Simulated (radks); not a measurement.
All-electron atom: Re3+ in [Xe] 4f14 5d4 (the NIST ground configuration). All-electron calculation, Dirac Kohn-Sham, PBE, spin-unpolarised, spherical densities, point nucleus; open shells fill j = l - 1/2 first. Program: a radial shooting solver on a logarithmic mesh with Libxc functionals.

Radial electron density D(r) = 4 pi r^2 rho(r):

```
   r/bohr * D(r) (the largest magnitude, 137, reaches the edge; | marks zero)
0.0007774 | *
0.0008979 |  *
 0.001045 |   *
 0.001217 |    *
 0.001405 |     *
 0.001636 |      *
 0.001889 |        *
   0.0022 |          *
 0.002561 |            *
 0.002957 |              *
 0.003443 |                 *
 0.004008 |                     *
 0.004629 |                        *
 0.005388 |                            *
 0.006273 |                                *
 0.007245 |                                   *
 0.008434 |                                      *
  0.00974 |                                        *
  0.01134 |                                          *
   0.0132 |                                          *
  0.01524 |                                         *
  0.01775 |                                       *
  0.02066 |                                      *
  0.02386 |                                     *
  0.02778 |                                      *
  0.03234 |                                         *
  0.03735 |                                             *
  0.04348 |                                                  *
  0.05021 |                                                     *
  0.05845 |                                                      *
  0.06805 |                                                   *
  0.07859 |                                              *
  0.09149 |                                           *
   0.1065 |                                          *
    0.123 |                                             *
   0.1432 |                                                 *
   0.1654 |                                                 *
   0.1925 |                                           *
   0.2241 |                                  *
   0.2589 |                           *
   0.3013 |                          *
   0.3508 |                            *
   0.4051 |                               *
   0.4717 |                            *
   0.5491 |                      *
   0.6341 |                *
   0.7382 |           *
   0.8526 |        *
   0.9925 |      *
    1.155 |     *
    1.334 |   *
    1.553 |  *
    1.808 | *
    2.089 |*
    2.431 *
    2.831 *
    3.269 *
    3.806 *
    4.395 *
    5.117 *
    5.957 *
```

D(r) has 4 maxima, at r = 0.0123, 0.0557, 0.154, 0.408 bohr, and minima at 0.0241, 0.0999, 0.290 bohr, inside which lie 2.03, 11.11, 29.96 electrons.
